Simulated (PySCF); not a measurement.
Radial density of B³⁺ (boron, charge +3)

B97-3, 1s2, closed-shell 1S. All numbers are calculated (PySCF 2.14, the non-relativistic Hamiltonian (point nucleus), in aug-cc-pVQZ with one added diffuse shell each of s, p, d, f, g type (7s6p5d4f3g, 105 functions)).

```csv
r (bohr),4πr²ρ (e/bohr)
0.00493,0.02027
0.00829,0.05537
0.0140,0.1482
0.0235,0.3810
0.0395,0.9199
0.0664,1.994
0.112,3.620
0.188,4.914
0.316,4.154
0.531,1.622
0.894,0.1790
1.50,0.002572
```
